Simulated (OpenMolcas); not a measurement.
**V3+, Nb3+, Ta3+: d2 down the group**

```json
{
 "Program": "OpenMolcas",
 "Method": "SS-RASPT2, IPEA 0.25 Eh, imaginary shift 0.1 Eh",
 "Basis": "ANO-RCC-VQZP",
 "Scalar Hamiltonian": "DKH2, point nucleus",
 "Spin-orbit coupling": "state interaction with AMFI integrals over the reference wave functions, term energies averaged over their components"
}
```

Active space for each ion: 8 electrons in 8 orbitals (RAS1 p, at most 2 holes; RAS2 d); closed shells correlated by CASPT2: V3+ 3s; Nb3+ 4s; Ta3+ 5s.

Computed levels in cm-1 above 3F2:

```csv
Level,V3+,Nb3+,Ta3+
3F3,342,1160,5370
3F4,782,2480,9810
1D2,10910,7950,11050
3P0,13690,10090,11870
3P1,13810,10550,14860
3P2,14060,11510,19400
1G4,18480,13890,19580
1S0,41810,31280,36290
weight of 3F in the lowest level (%),100,98,87
```

Mixed levels, with the weight of the term that names them: Ta3+ 1D2 (66 %).

Measured, with the error of the calculation in %. Measured levels: V3+ from Sugar and Corliss, J. Phys. Chem. Ref. Data 7, 1191 (1978).

```csv
Level,V3+
3F3,325 (+5.2)
3F4,735 (+6.5)
1D2,10959 (-0.4)
3P1,13239 (+4.3)
3P2,13458 (+4.5)
1G4,18391 (+0.5)
1S0,42462 (-1.5)
```

The fine-structure level 3F4 changes by a factor of 12.5 from V3+ to Ta3+.

Without spin-orbit coupling 1D lies 10480, 6600, 4880 cm-1 above 3F in that order; the difference to the level 1D2, of either sign, comes from spin-orbit coupling, which also lowers the zero.

CASPT2 breaks the degeneracy within a term, and the mean is taken; among the terms shown or strongly mixed into the levels shown the widest spread is 480 cm-1 (3d2 1G, V3+). Active for correlation alone: 3p; no level in the range computed is led by a configuration that opens it, so any true level of that kind is missing (holds for V3+). Active for correlation alone: 4p; no level in the range computed is led by a configuration that opens it, so any true level of that kind is missing (holds for Nb3+). Active for correlation alone: 5p; no level in the range computed is led by a configuration that opens it, so any true level of that kind is missing (holds for Ta3+). Computed and measured levels are paired by configuration, term and J; levels that our copy of the source lacks, or whose pairing is in doubt (as where it misses far off the trend of its configuration), stay unpaired and out of the deviations. Only configurations of the active space appear.
